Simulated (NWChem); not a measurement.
Program: NWChem. System: H$_{3}$Ge, charge 0, spin multiplicity 2, at a geometry optimised with UPBE/def2-SVP. The structure started from a generated list of species. Its SCF solution wasn't tested for a lower state. Level: ULDA (SVWN5)/def2-TZVP.

Job file:

```
start mol
memory heap 200 mb stack 900 mb global 1100 mb
geometry units angstroms nocenter noautoz
  Ge     0.000408     0.041438     0.000000
  H     -0.743667    -0.434735     1.280572
  H     -0.743667    -0.434735    -1.280572
  H      1.474272    -0.456548     0.000000
  symmetry group Cs
end
basis spherical
  * library def2-tzvp
end
dft
  xc slater vwn_5
  odft
  mult 2
  semidirect memsize 60000000 filesize 0
  iterations 100
end
task dft energy
```

Part of the output:

```
             Northwest Computational Chemistry Package (NWChem) 7.3.0
             --------------------------------------------------------

                                NWChem Input Module
                                -------------------

 Scaling coordinates for geometry "geometry" by  1.889725989
 (inverse scale =  0.529177249)

 Turning off AUTOSYM since
 SYMMETRY directive was detected!

                             Geometry "geometry" -> ""
                             -------------------------

 Output coordinates in angstroms (scale by  1.889725989 to convert to a.u.)

  No.       Tag          Charge          X              Y              Z
 ---- ---------------- ---------- -------------- -------------- --------------
    1 Ge                  32.0000     0.00040800     0.04143800     0.00000000
    2 H                    1.0000    -0.74366700    -0.43473500     1.28057200
    3 H                    1.0000    -0.74366700    -0.43473500    -1.28057200
    4 H                    1.0000     1.47427200    -0.45654800     0.00000000

 Effective nuclear repulsion energy (a.u.)      33.2742440732

            Nuclear Dipole moment (a.u.)
            ----------------------------
        X                 Y               Z
 ---------------- ---------------- ----------------
    -0.0000113384    -0.0000037795     0.0000000000

      Symmetry information
      --------------------

 Group name             Cs
 Group number              2
 Group order               2
 No. of unique centers     3

      Symmetry unique atoms

     1    2    4


 Summary of "ao basis" -> "" (spherical)
 ------------------------------------------------------------------------------
       Tag                 Description            Shells   Functions and Types
 ---------------- ------------------------------  ------  ---------------------
 *                         def2-tzvp                  on all atoms

                                 NWChem DFT Module
                                 -----------------

 Summary of "ao basis" -> "ao basis" (spherical)
 ------------------------------------------------------------------------------
[...]
     3     -0.158492  1 Ge s                 50     -0.088361  2 H  s

 Vector   20  Occ=0.000000D+00  E= 2.396154D-02  Symmetry=a"
              MO Center=  8.3D-02, -2.0D-02,  1.5D-10, r^2= 4.2D+00
   Bfn.  Coefficient  Atom+Function         Bfn.  Coefficient  Atom+Function
  ----- ------------  ---------------      ----- ------------  ---------------
    21      1.441962  1 Ge pz                51     -1.086622  2 H  s
    57      1.086622  3 H  s                 18      0.277628  1 Ge pz
    50     -0.146156  2 H  s                 56      0.146156  3 H  s
    12     -0.135479  1 Ge pz                40     -0.107729  1 Ge d  1
    25      0.102054  1 Ge d  1              49     -0.077349  2 H  s

   alpha - beta orbital overlaps
   -----------------------------

   alpha      1      2      3      4      5      6      7      8      9     10
    beta      1      2      3      4      5      6      7      8      9     12
 overlap   1.000  1.000  1.000  1.000  1.000  1.000  1.000  1.000  1.000  1.000

   alpha     11     12     13     14     15     16     17     18     19     20
    beta     11     10     13     14     15     16     17     18     19     20
 overlap   0.918  0.918  0.918  0.918  0.999  1.000  1.000  0.998  0.999  0.998

   alpha     21     22     23     24     25     26     27     28     29     30
    beta     21     22     23     24     25     26     27     28     29     30
 overlap   0.998  0.997  0.989  0.989  0.991  0.991  0.987  0.987  1.000  1.000

   alpha     31     32     33     34     35     36     37     38     39     40
    beta     31     32     33     34     35     37     36     38     39     40
 overlap   1.000  1.000  1.000  0.998  0.998  0.996  1.000  0.965  0.965  0.963

   alpha     41     42     43     44     45     46     47     48     49     50
    beta     41     42     43     44     45     46     47     48     49     50
 overlap   0.963  0.996  0.999  0.999  0.998  1.000  1.000  1.000  1.000  1.000

   alpha     51     52     53     54     55     56     57     58     59     60
    beta     51     52     53     54     55     56     57     58     59     60
 overlap   1.000  1.000  1.000  1.000  0.999  0.997  0.997  0.997  0.997  0.999

   alpha     61     62     63     64     65     66
    beta     61     62     63     64     65     66
 overlap   1.000  1.000  1.000  1.000  1.000  1.000

     --------------------------
     Expectation value of S2:
     --------------------------
      <S2> =      0.7510 (Exact =     0.7500)

 center of mass
 --------------
 x =   0.00041741 y =   0.04240858 z =   0.00000000

 moments of inertia (a.u.)
 ------------------
          14.229216811336           0.092199994993           0.000000000000
           0.092199994993          23.606961379607           0.000000000000
           0.000000000000           0.000000000000          14.228634974934

     Multipole analysis of the density
     ---------------------------------

     L   x y z        total         alpha         beta         nuclear
     -   - - -        -----         -----         ----         -------
     0   0 0 0     -0.000000    -18.000000    -17.000000     35.000000

     1   1 0 0      0.000103     -0.003297      0.003411     -0.000011
     1   0 1 0      0.008998     -0.336372      0.345374     -0.000004
     1   0 0 1     -0.000000      0.000000     -0.000000      0.000000

     2   2 0 0    -14.892999    -14.299208    -12.305326     11.711536
     2   1 1 0     -0.004569      0.029166      0.058894     -0.092629
     2   1 0 1      0.000000     -0.000000      0.000000      0.000000
     2   0 2 0    -15.356484    -11.331674     -6.315193      2.290383
     2   0 1 1      0.000000      0.000000      0.000000      0.000000
     2   0 0 2    -14.892996    -14.299345    -12.305775     11.712124

 Task  times  cpu:        1.2s     wall:        1.2s

 Total times  cpu:        1.2s     wall:        1.2s
```
